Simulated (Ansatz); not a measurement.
One geometry of V4O3, several levels of theory.

```yaml
crystal:
  periodic: [false, false, false]
  atoms:
    - {symbol: V, position_ang: [-0.243714, -0.611046, -1.552356]}
    - {symbol: V, position_ang: [1.325400, 0.513969, -0.905926]}
    - {symbol: V, position_ang: [-1.297469, -0.742617, 1.714225]}
    - {symbol: V, position_ang: [0.037876, 0.214800, 2.264395]}
    - {symbol: O, position_ang: [1.069150, 0.583863, 0.809601]}
    - {symbol: O, position_ang: [0.202654, 1.008410, -2.248593]}
    - {symbol: O, position_ang: [-1.093897, -0.967369, -0.081326]}
basis:
  gaussian: {orbitals: def2-SVP, initial_orbitals: start.molden}
hamiltonian: {xc: pbe, dispersion: d4}
scf: {omitted_lower_state_checks: [starts]}
output: {orbitals: {seedname: orbitals}}
```

The file start.molden holds the orbitals of an earlier run on this structure, at another level or in another basis.

```sh
$ ansatz run in.yaml --threads 4 --pin off --events-out ev --progress --plain --max-ram 4787MiB
```

Output, abridged:

```
Functional definition: PBE
1957 factors; their error is unknown
mean field evaluation 1: about -108845.5611 eV, gradient 1.7e1 eV
mean field evaluation 2: about -108846.6286 eV, gradient 1.8e0 eV
mean field evaluation 4: about -108846.7317 eV, gradient 2.6e-2 eV
mean field evaluation 8: about -108846.6809 eV, gradient 2.6e-5 eV
mean field -108846.68088176 eV, -4000.0417434745 hartree, gradient 2.6e-5 eV, S^2 0.000000; 0 other end points of the search recorded, 0 dependent functions left out
reference -108846.68093280 eV, -4000.0417453501 hartree; 58, 58 occupied and 108, 108 virtual orbitals, 1957 factors
Total energy: -108847.05477763 eV, -4000.0554838943 hartree
Checks for a lower state left out: starts
```

It took 4.2 s on 4 threads of Arm Neoverse V2 on a shared host.

As the first input, with `gaussian: {orbitals: def2-TZVP, initial_orbitals: start.molden}`, `hamiltonian: {xc: pbe0, dispersion: d4}` (abridged; 45 s):

```
Functional definition: PBE0
mean field evaluation 16: about -108863.0110 eV, gradient 2.8e-4 eV
mean field -108863.01098049 eV, -4000.6418635340 hartree, gradient 2.3e-5 eV, S^2 0.000000
Total energy: -108863.33091360 eV, -4000.6536208590 hartree
Checks for a lower state left out: starts
```

The first input with `hamiltonian: {xc: pbe0, dispersion: d4}` (abridged; 13 s):

```
Functional definition: PBE0
mean field evaluation 16: about -108841.9686 eV, gradient 4.6e-6 eV
mean field -108841.96856026 eV, -3999.8685688537 hartree, gradient 4.6e-6 eV, S^2 0.000000
Total energy: -108842.28849523 eV, -3999.8803262469 hartree
Checks for a lower state left out: starts
```

First input, but with `gaussian: {orbitals: def2-TZVP, initial_orbitals: start.molden}`, `output: {forces: true, orbitals: {seedname: orbitals}}` (abridged; 7.5 s):

```
Functional definition: PBE
mean field -108867.88329967 eV, -4000.8209179611 hartree, gradient 4.4e-5 eV, S^2 0.000000
Total energy: -108868.25719186 eV, -4000.8346582456 hartree
Atom 0 force    -0.224133    -0.314342    -0.286213 eV/Å
Atom 1 force     0.448485     0.171534    -0.011646 eV/Å
Atom 2 force    -0.301155    -0.169681     0.137179 eV/Å
Atom 3 force     0.133961     0.142735     0.313705 eV/Å
Atom 4 force     0.159713     0.101534     0.096031 eV/Å
Atom 5 force    -0.052262     0.197613    -0.211627 eV/Å
Atom 6 force    -0.164608    -0.129393    -0.037428 eV/Å
Dipole moment:     0.031421    -0.312662     0.468078 e Å
Checks for a lower state left out: starts
```

As the first input, with `gaussian: {orbitals: def2-TZVP, initial_orbitals: start.molden}`, `hamiltonian: {xc: r2scan, dispersion: d4}` (abridged; 14 s):

```
Functional definition: r2SCAN
mean field -108890.19530300 eV, -4001.6408689600 hartree, gradient 8.9e-6 eV, S^2 0.000000
Total energy: -108890.27185960 eV, -4001.6436823631 hartree
Checks for a lower state left out: starts
```

First input, but with `gaussian: {orbitals: def2-TZVP, initial_orbitals: start.molden}`, `hamiltonian: {xc: {name: BHLYP}, dispersion: d4}` (abridged; 2.2 min):

```
Functional definition: BHLYP
mean field evaluation 16: about -108880.7198 eV, gradient 1.4e-1 eV
mean field evaluation 32: about -108880.7201 eV, gradient 2.8e-5 eV
mean field -108880.72011429 eV, -4001.2926621975 hartree, gradient 2.3e-6 eV, S^2 0.000000
Total energy: -108881.34560352 eV, -4001.3156485025 hartree
Checks for a lower state left out: starts
```

First input, but with `gaussian: {orbitals: def2-TZVP, initial_orbitals: start.molden}`, `hamiltonian: {xc: lda}` (abridged; 3.8 s):

```
Functional definition: SPW92
mean field -108624.90242919 eV, -3991.8915356694 hartree, gradient 2.6e-5 eV, S^2 0.000000
Total energy: -108624.90247519 eV, -3991.8915373600 hartree
Checks for a lower state left out: starts
```

Geometry: PBE-D4/def2-SVP.

The restricted singlet is unstable towards broken spin symmetry at other levels; at PBE-D4/def2-SVP, PBE0-D4/def2-TZVP, PBE0-D4/def2-SVP, PBE-D4/def2-TZVP and others this wasn't settled. No other spin state of charge 0 was run. The geometry of the singlet was relaxed on an unsound state (restricted singlet, unstable towards broken spin symmetry at other levels and untested here). Another isomer (singlet) lies 2.34 eV lower at PBE0-D4/def2-TZVP; other spin states weren't run for this one.
